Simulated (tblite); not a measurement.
Input of a run (GFN2-xTB geometry optimisation, gas phase (tblite 0.8.0)), started from a force field or distance geometry:
```
{"job": {"kind": "relax", "xc": "GFN2-xTB", "basis": "xTB"}, "charge": 0, "multiplicity": 1}
C     -0.953500     1.949800    -1.108100
C     -1.679600     0.769100    -0.508000
C     -0.867200     0.124200     0.619900
C     -1.712000    -1.036300     1.120400
Si    -2.037400    -2.293100    -0.212600
Si     0.808100    -0.443500     0.110000
C      2.031800     0.879800     0.603000
Si     3.798000     0.363000     0.268800
H     -0.485800     2.497300    -0.250900
H     -1.702800     2.617400    -1.623200
H     -0.191500     1.615200    -1.831800
H     -2.628400     1.134600    -0.025000
H     -1.952200     0.030000    -1.269200
H     -0.737900     0.875800     1.426800
H     -2.674800    -0.677300     1.542100
H     -1.135900    -1.562200     1.928700
H     -1.333300    -1.947300    -1.467200
H     -3.473800    -2.376200    -0.532400
H     -1.602400    -3.607700     0.209100
H      0.927500    -0.868300    -1.264100
H      1.140700    -1.616300     0.957800
H      1.787500     1.816300     0.069100
H      1.917500     1.042000     1.715600
H      3.844100    -1.016400    -0.225300
H      4.529500     0.476400     1.535800
H      4.362600     1.276300    -0.746200
```

Output (eV, eV/Å):
```
step      E/eV     max force
  0    -681.25044    1.547
  1    -681.43002    0.674
  2    -681.48306    0.407
  3    -681.51568    0.392
  4    -681.55075    0.455
  5    -681.57203    0.383
  6    -681.59011    0.305
  7    -681.60407    0.249
  8    -681.61703    0.213
  9    -681.62864    0.240
 10    -681.63952    0.227
 11    -681.64905    0.205
 12    -681.65696    0.201
 13    -681.66338    0.159
 14    -681.66892    0.158
 15    -681.67458    0.158
 16    -681.68125    0.231
 17    -681.68823    0.214
 18    -681.69374    0.173
 19    -681.69724    0.122
 20    -681.69964    0.122
 21    -681.70193    0.133
 22    -681.70417    0.104
 23    -681.70582    0.089
 24    -681.70690    0.078
 25    -681.70780    0.065
 26    -681.70886    0.095
 27    -681.71009    0.125
 28    -681.71128    0.103
 29    -681.71223    0.060
 30    -681.71299    0.053
 31    -681.71371    0.082
 32    -681.71439    0.081
 33    -681.71502    0.052
 34    -681.71565    0.059
 35    -681.71639    0.069
 36    -681.71727    0.101
 37    -681.71816    0.090
 38    -681.71896    0.055
 39    -681.71974    0.064
 40    -681.72066    0.097
 41    -681.72176    0.123
 42    -681.72298    0.108
 43    -681.72426    0.082
 44    -681.72563    0.093
 45    -681.72711    0.091
 46    -681.72852    0.085
 47    -681.72975    0.073
 48    -681.73099    0.077
 49    -681.73242    0.093
 50    -681.73386    0.088
 51    -681.73500    0.078
 52    -681.73578    0.048
 53    -681.73641    0.055
 54    -681.73693    0.073
 55    -681.73764    0.069
 56    -681.73825    0.050
 57    -681.73905    0.053
 58    -681.73965    0.068
 59    -681.74102    0.087
 60    -681.74221    0.082
 61    -681.74332    0.059
 62    -681.74436    0.066
 63    -681.74576    0.079
 64    -681.74752    0.088
 65    -681.74930    0.101
 66    -681.75060    0.096
 67    -681.75172    0.079
 68    -681.75204    0.137
 69    -681.75459    0.097
 70    -681.75666    0.094
 71    -681.76041    0.074
 72    -681.76199    0.085
 73    -681.76339    0.097
 74    -681.76574    0.097
 75    -681.76734    0.086
 76    -681.76855    0.073
 77    -681.76984    0.072
 78    -681.77150    0.088
 79    -681.77312    0.072
 80    -681.77427    0.066
 81    -681.77494    0.078
 82    -681.77566    0.092
 83    -681.77644    0.075
 84    -681.77803    0.058
 85    -681.77845    0.058
 86    -681.77928    0.047
 87    -681.77990    0.042
 88    -681.78073    0.047
 89    -681.78136    0.044
 90    -681.78194    0.048
 91    -681.78256    0.050
 92    -681.78339    0.047
 93    -681.78431    0.053
 94    -681.78515    0.062
 95    -681.78586    0.073
 96    -681.78652    0.066
 97    -681.78724    0.052
 98    -681.78806    0.046
 99    -681.78857    0.057
100    -681.78917    0.061
101    -681.78977    0.053
102    -681.79029    0.053
103    -681.79068    0.037
104    -681.79104    0.033
105    -681.79146    0.044
106    -681.79197    0.050
107    -681.79253    0.051
108    -681.79312    0.046
109    -681.79374    0.041
110    -681.79439    0.051
111    -681.79498    0.057
112    -681.79549    0.053
113    -681.79597    0.048
114    -681.79648    0.056
115    -681.79703    0.065
116    -681.79755    0.062
117    -681.79797    0.065
118    -681.79836    0.061
119    -681.79876    0.055
120    -681.79911    0.047
121    -681.79934    0.040
122    -681.79960    0.036
123    -681.79992    0.041
124    -681.80038    0.053
125    -681.80097    0.063
126    -681.80160    0.063
127    -681.80219    0.054
128    -681.80282    0.049
129    -681.80355    0.052
130    -681.80432    0.055
131    -681.80495    0.042
132    -681.80527    0.044
133    -681.80554    0.055
134    -681.80582    0.038
135    -681.80627    0.027
136    -681.80650    0.028
137    -681.80674    0.030
138    -681.80694    0.025
139    -681.80724    0.035
140    -681.80763    0.042
141    -681.80802    0.035
142    -681.80829    0.029
143    -681.80846    0.028
144    -681.80863    0.031
145    -681.80886    0.039
146    -681.80912    0.037
147    -681.80933    0.023
148    -681.80946    0.019
149    -681.80954    0.020
150    -681.80964    0.028
151    -681.80975    0.024
152    -681.80988    0.018
153    -681.80996    0.020
154    -681.81015    0.026
155    -681.81033    0.030
156    -681.81052    0.034
157    -681.81065    0.029
158    -681.81079    0.028
159    -681.81096    0.023
160    -681.81115    0.026
161    -681.81134    0.026
162    -681.81151    0.028
163    -681.81165    0.026
164    -681.81175    0.019
165    -681.81184    0.020
166    -681.81193    0.019
167    -681.81204    0.022
168    -681.81219    0.025
169    -681.81233    0.024
170    -681.81246    0.034
171    -681.81260    0.026
172    -681.81280    0.035
173    -681.81313    0.046
174    -681.81343    0.053
175    -681.81375    0.049
176    -681.81398    0.027
177    -681.81414    0.027
178    -681.81425    0.024
179    -681.81434    0.027
180    -681.81443    0.020
181    -681.81452    0.016
182    -681.81459    0.019
183    -681.81465    0.022
184    -681.81470    0.019
185    -681.81476    0.015
186    -681.81481    0.014
187    -681.81487    0.016
188    -681.81492    0.016
189    -681.81497    0.012
190    -681.81500    0.011
191    -681.81503    0.014
192    -681.81506    0.017
193    -681.81509    0.012
194    -681.81512    0.015
195    -681.81515    0.013
196    -681.81517    0.009
```

Q: Summarise the run.

A: The energy falls by 13.0 kcal/mol over 196 L-BFGS steps, the largest force on an atom goes from 1.55 to 0.009 eV/Å, and the atoms move by 0.546 Å rms after alignment. The bond that changes most is C3–Si6 (sp3 carbon bound to silicon to SiH2 silicon), which lengthens by 0.075 Å. Bonds longer at the end by more than 0.005 Å: 8 of 25; shorter: 13. Among the angles that change most is C3–Si6–H20, from 115.5° to 110.2°. Among the dihedrals that turn most is H22–C7–Si8–H24, from -126° to 177°. The energy never rose by more than 1e-5 eV on the way. The first step brought 32 % of the lowering.

Q: What are the final bond lengths?

A: C1–C2 1.523 Å, C2–C3 1.529 Å, C3–C4 1.533 Å, C4–Si5 1.901 Å, C3–Si6 1.916 Å, Si6–C7 1.901 Å, C7–Si8 1.895 Å, C1–H9 1.089 Å, C1–H10 1.088 Å, C1–H11 1.088 Å, C2–H12 1.095 Å, C2–H13 1.093 Å, C3–H14 1.100 Å, C4–H15 1.095 Å, C4–H16 1.092 Å, Si5–H17 1.463 Å, Si5–H18 1.466 Å, Si5–H19 1.467 Å, Si6–H20 1.470 Å, Si6–H21 1.470 Å, C7–H22 1.090 Å, C7–H23 1.090 Å, Si8–H24 1.463 Å, Si8–H25 1.468 Å, Si8–H26 1.464 Å. Numbering counts from 1 in the input's order; the species is `CC[C@@H](C[SiH3])[SiH2]C[SiH3]`.

Its GFN2-xTB frequencies are all real (lowest 27 cm⁻¹). One conformer, not necessarily the lowest. 3 starts were optimised and ended at 0.00, 0.16 and 0.86 kcal/mol (GFN2-xTB); the lowest of these is shown.

These are computed values.
